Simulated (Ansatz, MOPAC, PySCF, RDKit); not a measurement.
Dimer: CH4O (SMILES CO) (first 6 atoms) with C2H6 (SMILES CC); geometry from B3LYP-D3(BJ)/def2-TZVP, rigid monomers moved along the line of their centres of mass till H6···C7 is 3.70 Å.
(charge 0, multiplicity 1):
| atom | x (Å) | y (Å) | z (Å) |
|---|---|---|---|
| C | -0.6336 | 0.2408 | 0.0527 |
| O | 0.6830 | -0.1554 | 0.4083 |
| H | -1.2481 | -0.6085 | -0.2651 |
| H | -0.5412 | 0.9309 | -0.7846 |
| H | -1.1428 | 0.7587 | 0.8730 |
| H | 0.6286 | -0.7709 | 1.1462 |
| C | -0.1274 | -0.7693 | 4.7662 |
| C | 0.1435 | 0.7291 | 4.8699 |
| H | -0.5031 | -1.1759 | 5.7070 |
| H | 0.7827 | -1.3220 | 4.5189 |
| H | -0.8777 | -0.9885 | 4.0022 |
| H | -0.7677 | 1.2787 | 5.1133 |
| H | 0.5348 | 1.1255 | 3.9318 |
| H | 0.8758 | 0.9427 | 5.6505 |

Interaction energies are E(AB) − E(A) − E(B) at the monomers' geometry in the complex; basis-set methods are counterpoise corrected. Rows marked so take none.

Frozen-core correlation. Rows in 6-31G*, STO-3G carry no dispersion term and start afresh at each structure (6-31G* with six Cartesian d functions). The state reached by PM6 isn't checked.

Programs: Ansatz (an electronic-structure program); MOPAC for PM6 (differences of heats of formation); PySCF for 6-31G* rows, STO-3G rows, the dispersion terms; RDKit for the force fields. Values without a source in brackets are computed.

| level | interaction energy (meV) |
|---|---|
| MMFF94 | -17.5 |
| PM6 | -8.2 |
| HF/STO-3G (no counterpoise) | -2.5 |
| PBE-D4/def2-TZVPPD | -34.3 |
| r2SCAN-D4/def2-TZVPPD | -27.0 |
| PBE0-D4/def2-TZVPPD | -31.5 |
| M06-2X/6-31G* (no counterpoise) | -29.7 |
| wB97M-V/def2-TZVPPD | -26.9 |
| MP2/aug-cc-pVDZ | … |

**Question.** Complete the blanks.

**Answer.** 
- MP2/aug-cc-pVDZ, interaction energy (meV): -24.9
